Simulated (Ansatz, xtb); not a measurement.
**Ranking isomers of H10OSSi4**

3 gas-phase structures of H10OSSi4, from a drawn sample of its isomers (lower ones may exist). Each was relaxed with GFN2-xTB; where two conformers were screened, the lower at r2SCAN-D4/def2-SVP is listed:

A. `[SiH3][SiH2][SiH2]O[SiH2]S`, a singlet
B. `[SiH3][SiH2]O[SiH2]S[SiH3]`, a singlet
C. `[SiH3]O[SiH2][SiH2]S[SiH3]`, a singlet

Q: Which do you expect lowest at r2SCAN-D4/def2-SVP, and how would the others follow?

A: Calculated order at r2SCAN-D4/def2-SVP: B (0.0), C (5.0), A (11.1) kcal/mol.

Energies above the lowest of each column, in kcal/mol; the last columns are at B3LYP/def2-SVP geometries:

```json
{"structure": "B", "GFN2-xTB": "0.5", "HF/STO-3G": "0.0", "r2SCAN-D4/def2-SVP": "0.0", "B3LYP/def2-SVP": "0.0", "CCSD(T)/def2-SVP + ΔMP2/def2-TZVPP": "0.0"}
{"structure": "C", "GFN2-xTB": "0.0", "HF/STO-3G": "4.6", "r2SCAN-D4/def2-SVP": "5.0", "B3LYP/def2-SVP": "3.7", "CCSD(T)/def2-SVP + ΔMP2/def2-TZVPP": "3.6"}
{"structure": "A", "GFN2-xTB": "29.4", "HF/STO-3G": "8.7", "r2SCAN-D4/def2-SVP": "11.1", "B3LYP/def2-SVP": "10.6", "CCSD(T)/def2-SVP + ΔMP2/def2-TZVPP": "12.4"}
```

CCSD(T)/def2-SVP + ΔMP2/def2-TZVPP puts B lowest; GFN2-xTB picks C. Flexible structures stand in one conformer each, not always the lowest. C keeps a small imaginary mode. ΔMP2 is the change of the MP2 energy from the smaller to the larger basis.

Programs: Ansatz 0.2.0, xtb 6.7.1.
